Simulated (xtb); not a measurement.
xtb input file for Zr(OH)3(SH) (H₄O₃SZr), SMILES [OH][Zr]([OH])([OH])[SH], multiplicity 1, GFN2-xTB. 

```
$ xtb mol.xyz --gfn 2 --sp --chrg 0 --uhf 0 --json
$ cat mol.xyz
9

Zr     0.25951053     0.16136411     0.05705079
O      1.45926686    -0.53842705    -1.20359535
H      1.94070970    -0.08562318    -1.90726692
O      0.68473162    -0.51555252     1.75308572
H      1.50946274    -0.90694470     2.06571788
O      0.09749252     2.01647999    -0.08386974
H      0.26482308     2.80667774     0.44039620
S     -1.90464086    -0.87550004    -0.43052806
H     -1.55309117    -1.96067671     0.28260541
```

Log of the run:

```
[banner left out]
          |                Calculation Setup                |
           -------------------------------------------------



           -------------------------------------------------
          |                 G F N 2 - x T B                 |
           -------------------------------------------------

        Reference                      10.1021/acs.jctc.8b01176
      * Hamiltonian:
        H0-scaling (s, p, d)           1.850000    2.230000    2.230000
        zeta-weighting                 0.500000
      * Dispersion:
        s8                             2.700000
        a1                             0.520000
        a2                             5.000000
        s9                             5.000000
      * Repulsion:
        kExp                           1.500000    1.000000
        rExp                           1.000000
      * Coulomb:
        alpha                          2.000000
        third order                    shell-resolved
        anisotropic                    true
        a3                             3.000000
        a5                             4.000000
        cn-shift                       1.200000
        cn-exp                         4.000000
        max-rad                        5.000000


          ...................................................
          :                      SETUP                      :
          :.................................................:
          :  # basis functions                  36          :
          :  # atomic orbitals                  34          :
          :  # shells                           16          :
          :  # electrons                        32          :
          :  max. iterations                   250          :
          :  Hamiltonian                  GFN2-xTB          :
          :  restarted?                      false          :
          :  GBSA solvation                  false          :
          :  PC potential                    false          :
          :  electronic temp.          300.0000000     K    :
          :  accuracy                    1.0000000          :
          :  -> integral cutoff          0.2500000E+02      :
          :  -> integral neglect         0.1000000E-07      :
          :  -> SCF convergence          0.1000000E-05 Eh   :
          :  -> wf. convergence          0.1000000E-03 e    :
          :  Broyden damping             0.4000000          :
          :  net charge                          0          :
          :  unpaired electrons                  0          :
          ...................................................

 iter      E             dE          RMSdq      gap      omega  full diag
   1    -19.0931603 -0.190932E+02  0.803E+00    2.00       0.0  T
   2    -19.2861977 -0.193037E+00  0.504E+00    3.82       1.0  T
   3    -19.3036028 -0.174051E-01  0.319E+00    3.07       1.0  T
   4    -19.3010304  0.257241E-02  0.160E+00    2.51       1.0  T
   5    -19.3036026 -0.257225E-02  0.531E-01    3.09       1.0  T
   6    -19.3048753 -0.127262E-02  0.168E-01    2.90       1.0  T
   7    -19.3048629  0.123377E-04  0.811E-02    2.93       1.0  T
   8    -19.3048822 -0.192629E-04  0.167E-02    2.91       2.0  T
   9    -19.3048827 -0.520831E-06  0.573E-03    2.91       5.8  T
  10    -19.3048827 -0.320955E-08  0.273E-03    2.91      12.2  T
  11    -19.3048827 -0.167589E-07  0.422E-04    2.91      78.9  T
  12    -19.3048827 -0.122888E-09  0.169E-04    2.91     196.9  T

   *** convergence criteria satisfied after 12 iterations ***

         #    Occupation            Energy/Eh            Energy/eV
      -------------------------------------------------------------
         1        2.0000           -0.7402429             -20.1430
       ...           ...                  ...                  ...
        10        2.0000           -0.4493597             -12.2277
        11        2.0000           -0.4472616             -12.1706
        12        2.0000           -0.4445635             -12.0972
        13        2.0000           -0.4401672             -11.9776
        14        2.0000           -0.4388641             -11.9421
        15        2.0000           -0.3904353             -10.6243
        16        2.0000           -0.3677729             -10.0076 (HOMO)
        17                         -0.2608790              -7.0989 (LUMO)
        18                         -0.2581543              -7.0247
        19                         -0.2440060              -6.6397
        20                         -0.2078672              -5.6564
        21                         -0.1985550              -5.4030
       ...                                ...                  ...
        34                          0.8869441              24.1350
      -------------------------------------------------------------
                  HL-Gap            0.1068939 Eh            2.9087 eV
             Fermi-level           -0.3143260 Eh           -8.5532 eV

 SCC (total)                   0 d,  0 h,  0 min,  0.009 sec
 SCC setup                      ...        0 min,  0.000 sec (  0.922%)
 Dispersion                     ...        0 min,  0.000 sec (  0.417%)
 classical contributions        ...        0 min,  0.000 sec (  0.171%)
 integral evaluation            ...        0 min,  0.001 sec ( 15.681%)
 iterations                     ...        0 min,  0.005 sec ( 52.662%)
 molecular gradient             ...        0 min,  0.003 sec ( 28.417%)
 printout                       ...        0 min,  0.000 sec (  1.549%)

         :::::::::::::::::::::::::::::::::::::::::::::::::::::
         ::                     SUMMARY                     ::
         :::::::::::::::::::::::::::::::::::::::::::::::::::::
         :: total energy             -19.202386482151 Eh    ::
         :: gradient norm              0.000414928360 Eh/a0 ::
         :: HOMO-LUMO gap              2.908731206856 eV    ::
         ::.................................................::
         :: SCC energy               -19.304869180722 Eh    ::
         :: -> isotropic ES            0.144708998631 Eh    ::
         :: -> anisotropic ES         -0.006693872358 Eh    ::
         :: -> anisotropic XC         -0.002171965418 Eh    ::
         :: -> dispersion             -0.004468925774 Eh    ::
         :: repulsion energy           0.102482698572 Eh    ::
         :: add. restraining           0.000000000000 Eh    ::
         :: total charge              -0.000000000000 e     ::
         :::::::::::::::::::::::::::::::::::::::::::::::::::::

           -------------------------------------------------
          |                Property Printout                |
           -------------------------------------------------

    * Orbital Energies and Occupations

         #    Occupation            Energy/Eh            Energy/eV
      -------------------------------------------------------------
         1        2.0000           -0.7402429             -20.1430
       ...           ...                  ...                  ...
         4        2.0000           -0.6957216             -18.9315
         5        2.0000           -0.5676314             -15.4460
         6        2.0000           -0.5392622             -14.6741
         7        2.0000           -0.5384537             -14.6521
         8        2.0000           -0.4798064             -13.0562
         9        2.0000           -0.4648421             -12.6490
        10        2.0000           -0.4493597             -12.2277
        11        2.0000           -0.4472616             -12.1706
        12        2.0000           -0.4445635             -12.0972
        13        2.0000           -0.4401672             -11.9776
        14        2.0000           -0.4388641             -11.9421
        15        2.0000           -0.3904353             -10.6243
        16        2.0000           -0.3677729             -10.0076 (HOMO)
        17                         -0.2608790              -7.0989 (LUMO)
        18                         -0.2581543              -7.0247
        19                         -0.2440060              -6.6397
        20                         -0.2078672              -5.6564
        21                         -0.1985550              -5.4030
        22                         -0.1410653              -3.8386
        23                         -0.0235266              -0.6402
        24                          0.0045360               0.1234
        25                          0.0107762               0.2932
        26                          0.0284213               0.7734
        27                          0.0503748               1.3708
       ...                                ...                  ...
        34                          0.8869441              24.1350
      -------------------------------------------------------------
                  HL-Gap            0.1068939 Eh            2.9087 eV
             Fermi-level           -0.3143260 Eh           -8.5532 eV

     #   Z          covCN         q      C6AA      α(0)
     1  40 Zr       3.066     1.216    98.971    23.939
     2   8 O        1.507    -0.641    26.296     6.916
     3   1 H        0.865     0.311     0.681     1.292
     4   8 O        1.507    -0.645    26.408     6.930
     5   1 H        0.866     0.310     0.683     1.295
     6   8 O        1.507    -0.646    26.415     6.931
     7   1 H        0.834     0.310     0.687     1.300
     8  16 S        1.725    -0.398   158.584    21.197
     9   1 H        0.929     0.183     1.191     1.707

 Mol. C6AA /au·bohr⁶  :       1636.192158
 Mol. C8AA /au·bohr⁸  :      83527.967937
 Mol. α(0) /au        :         71.506439


Wiberg/Mayer (AO) data.
largest (>0.10) Wiberg bond orders for each atom

 ---------------------------------------------------------------------------
     #   Z sym  total        # sym  WBO       # sym  WBO       # sym  WBO
 ---------------------------------------------------------------------------
     1  40 Zr   4.238 --     8 S    1.072     6 O    0.993     2 O    0.992
                             4 O    0.986
     2   8 O    1.975 --     1 Zr   0.992     3 H    0.849
     3   1 H    0.903 --     2 O    0.849
     4   8 O    1.968 --     1 Zr   0.986     5 H    0.850
     5   1 H    0.904 --     4 O    0.850
     6   8 O    1.974 --     1 Zr   0.993     7 H    0.851
     7   1 H    0.904 --     6 O    0.851
     8  16 S    2.143 --     1 Zr   1.072     9 H    0.912
     9   1 H    0.967 --     8 S    0.912
 ---------------------------------------------------------------------------

Topologies differ in total number of bonds
Writing topology from bond orders to xtbtopo.mol

molecular dipole:
                 x           y           z       tot (Debye)
 q only:        0.952       0.236       0.322
   full:        1.979       0.783       0.578       5.604
molecular quadrupole (traceless):
                xx          xy          yy          xz          yz          zz
 q only:       -1.925       1.616       2.573      -0.966      -0.589      -0.648
  q+dip:       -4.808       0.254       4.257      -2.092      -1.150       0.551
   full:       -5.708      -0.698       4.601      -2.091      -1.685       1.107


           -------------------------------------------------
          | TOTAL ENERGY              -19.202386482151 Eh   |
          | GRADIENT NORM               0.000414928360 Eh/α |
          | HOMO-LUMO GAP               2.908731206856 eV   |
           -------------------------------------------------

------------------------------------------------------------------------
------------------------------------------------------------------------
 total:
Note: The following floating-point exceptions are signalling: IEEE_UNDERFLOW_FLAG IEEE_DENORMAL
normal termination of xtb
 SCF:
```

Self-consistency was reached.
